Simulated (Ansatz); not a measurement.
A run for Ansatz (a quantum-chemistry and plane-wave program): R-CCSD(T)/def2-QZVPP on F4Ti (SMILES [F][Ti]([F])([F])[F]). The basis file is the Basis Set Exchange's JSON of that set.

Ansatz 0.2 input:
```yaml
crystal:
  periodic: [false, false, false]
  atoms:
    - {symbol: Ti, position_ang: [0.00000545, 0.00000785, -0.00000791]}
    - {symbol: F, position_ang: [1.01730228, 0.99797668, 1.01717032]}
    - {symbol: F, position_ang: [1.00428450, -1.01632753, -1.01192239]}
    - {symbol: F, position_ang: [-0.99899820, 1.02359726, -1.00983333]}
    - {symbol: F, position_ang: [-1.02259403, -1.00525426, 1.00459331]}
basis:
  gaussian:
    orbitals: def2-QZVPP.json
magnetization: {spin_polarized: false}
correlation: {method: ccsd_t, electrons: outside_noble_gas}
scf: {lower_state_search: off}
```

Program output:

```
WARN ansatz: RAYON_NUM_THREADS=4 ignored (pool sized by the plan → 4); use --threads N
Functional definition: HF
these checks for a lower state are left out or cut short: stability, starts, cluster_reference, orbital_swaps, neighbouring_geometries, increment
integrals: 3.23 GiB planned
2089 factors; integrals over basis functions are off by at most 3.8e-4 eV
mean field: 1.53 GiB planned
mean field evaluation 1: about -33914.8122 eV, gradient 7.2e1 eV
mean field evaluation 2: about -33914.9133 eV, gradient 7.2e1 eV
mean field evaluation 4: about -33923.2425 eV, gradient 3.9e0 eV
mean field evaluation 8: about -33923.2957 eV, gradient 3.6e-1 eV
mean field -33923.29648661 eV, -1246.6581518467 hartree, gradient 9.4e-7 eV, S^2 0.000000; 0 other end points of the search recorded, 0 dependent functions left out
13 core orbitals not correlated
reference -33923.29648661 eV, -1246.6581518467 hartree; 16, 16 occupied and 292, 292 virtual orbitals, 2089 factors
second order -34.66835188 eV of doubles, -0.00000000 eV of singles
coupled cluster: 4.95 GiB planned
cycle   1  -32.48609869 eV  change     2.2e0 eV  update   2.2e-1
cycle   2  -33.56872111 eV  change    -1.1e0 eV  update   1.3e-1
cycle   3  -33.77162914 eV  change   -2.0e-1 eV  update   3.7e-2
cycle   4  -33.75669865 eV  change    1.5e-2 eV  update   1.2e-2
cycle   5  -33.73720614 eV  change    1.9e-2 eV  update   2.5e-3
cycle   6  -33.73732758 eV  change   -1.2e-4 eV  update   1.1e-3
cycle   7  -33.73800081 eV  change   -6.7e-4 eV  update   4.9e-4
cycle   8  -33.73767948 eV  change    3.2e-4 eV  update   1.6e-4
cycle   9  -33.73771511 eV  change   -3.6e-5 eV  update   5.8e-5
cycle  10  -33.73779975 eV  change   -8.5e-5 eV  update   1.5e-5
cycle  11  -33.73776617 eV  change    3.4e-5 eV  update   5.9e-6
perturbative correction -1.49010532 eV, -0.0547603607 hartree
Total energy: -33958.52435810 eV, -1247.9527522457 hartree
Checks for a lower state left out: stability, starts, cluster_reference, orbital_swaps, neighbouring_geometries, increment
```

The calculation finished and met its thresholds.

Cost: around 60 core-minutes (rough).
